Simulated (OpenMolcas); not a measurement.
4d along the 37-electron sequence

```
Program             : OpenMolcas 26.06
Method              : CASSCF
Basis               : ANO-R2
Scalar Hamiltonian  : X2C, finite nucleus
Spin-orbit coupling : RASSI with atomic mean-field integrals over the reference wave functions, term energies averaged over their components
```

Active space for each ion: 1 electron in 5 orbitals (4d).

Computed levels in cm-1 above ²D_3/2:

| Level | Zr3+ | Nb4+ | Tc6+ | Ru7+ |
| --- | --- | --- | --- | --- |
| ²D_5/2 | 1286 | 1810 | 3282 | 4201 |
| weight of ²D in the lowest level (%) | 100 | 100 | 100 | 100 |

Measured, with the error of the calculation in %. Measured levels: Zr3+ from the list in Rauch et al., Astron. Astrophys. 599, A142 (2017); Nb4+ from Moore, Atomic Energy Levels, vol. II, NSRDS-NBS 35 (1971 reprint of NBS Circular 467, 1952).

```json
{"Level": "²D_5/2", "Zr3+": "1251 (+2.9)", "Nb4+": "1870 (-3.2)"}
```

The fine-structure level ²D_5/2 changes by a factor of 3.27 from Zr3+ to Ru7+. Its fourth root runs 5.99, 6.52, 7.57, 8.05, with steps per unit of Z of 0.53, 0.52, 0.48; equal steps would mean a (Z - σ)^4 law with constant σ.

With one active electron the reference holds no correlation, so core polarisation is missing. Computed and measured levels are paired by configuration, term and J; levels that our copy of the source lacks, or whose pairing is in doubt (as where it misses far off the trend of its configuration), stay unpaired and out of the deviations. Only configurations of the active space appear.
